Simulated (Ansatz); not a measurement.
Relaxation of ClH₆N₃Si (11 atoms, charge 0, multiplicity 1), to a largest force component of 0.02 eV/Å in at most 40 steps.

These are results of Ansatz 0.2.0, RKS B3LYP/STO-3G, not measurements.

```xyz
11
Properties=species:S:1:pos:R:3
Si 0.000 0.000 0.000
N 0.000 0.000 1.820
H -0.877 -0.271 2.350
H 0.877 0.271 2.350
N 1.716 0.000 -0.606
H 2.215 -0.918 -0.787
H 2.217 0.918 -0.778
N -0.857 1.485 -0.606
H -1.877 1.430 -0.889
H -0.337 2.406 -0.677
Cl -1.003 -1.738 -0.709
```

Q: Where does it end, and by what steps?

A: The forces met the threshold. Limits of this set-up: minimal basis. After 19 steps the energy has fallen by 1.191 eV; H10 moved furthest, 1.26 Å.

```tsv
step	energy less start (eV)	largest force component (eV/Å)	accepted
0	0.0000	2.485	yes
1	-0.6919	1.311	yes
2	-0.8753	1.403	yes
3	-0.9848	0.744	yes
4	-1.0933	0.403	yes
5	-1.1352	0.386	yes
6	-1.1553	0.277	yes
7	-1.1568	0.349	yes
8	-1.1674	0.163	yes
9	-1.1729	0.059	yes
10	-1.1508	0.911	no
11	-1.1761	0.127	yes
12	-1.1769	0.327	yes
13	-1.1860	0.037	yes
14	-1.1827	0.203	no
15	-1.1872	0.032	yes
16	-1.1886	0.243	yes
17	-1.1905	0.105	yes
18	-1.1907	0.055	yes
19	-1.1910	0.011	yes
```

```xyz
11
Properties=species:S:1:pos:R:3
Si 0.106 0.194 0.085
N 0.086 0.302 1.819
H -0.763 -0.088 2.286
H 0.916 -0.131 2.279
N 1.747 0.071 -0.469
H 2.129 -0.899 -0.538
H 1.919 0.534 -1.389
N -0.633 1.612 -0.595
H -1.115 1.473 -1.511
H -1.315 2.079 0.043
Cl -1.002 -1.563 -0.542
```

Whether the end is a true minimum wasn't checked by a vibrational analysis.

The run took 21 s on 1 thread of AMD EPYC 9R45 96-Core Processor (Zen 5), on a shared host, peak memory 0.14 GiB.
